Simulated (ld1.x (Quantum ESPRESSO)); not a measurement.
zinc (Zn): excitation energies, all-electron against PAW

zinc (Zn), PAW, made with ld1.x (Quantum ESPRESSO) 7.5 (PBE, scalar-relativistic). Core [Ar], reference 3d10 4s2 4p0. Waves: 4s (bound): rcut 1.90, rcutus 2.35 bohr; 4s channel at 2.2 Ry: rcut 1.90, rcutus 2.35 bohr; 4p (bound, empty): rcut 2.55, rcutus 2.85 bohr; 4p channel at 0.6 Ry: rcut 2.55, rcutus 2.85 bohr; 3d (bound): rcut 0.95, rcutus 1.00 bohr; 3d channel at -0.3 Ry: rcut 0.95, rcutus 1.00 bohr. Local part: all-electron potential smoothed inside 1.50 bohr (lloc = -1). Core correction: Bessel-smoothed model core inside 1.00 bohr. Augmentation charge: PSQ, inside the norm-conserving radii.

Energies are relative to the spin-unpolarised reference configuration 3d10 4s2 4p0; without spin polarisation the order of configurations can differ from experiment.

```csv
valence configuration,charge,ΔE all-electron (eV),error AE − PS (meV)
3d10 4s1 4p0,+1,9.888,-1.5
3d9 4s0 4p0,+3,68.865,-165
3d10 4s1.5 4p0,+0.5,3.941,-0.4
3d9 4s2 4p0,+1,17.901,-88
3d9 4s2 4p1,0,12.244,-83
3d8 4s0 4p0,+4,130.679,-981
```

What are ΔE and the potential's error for 3d10 4s0 4p0?

ΔE = 28.331 eV all-electron; the error (AE − PS) is -10.0 meV.
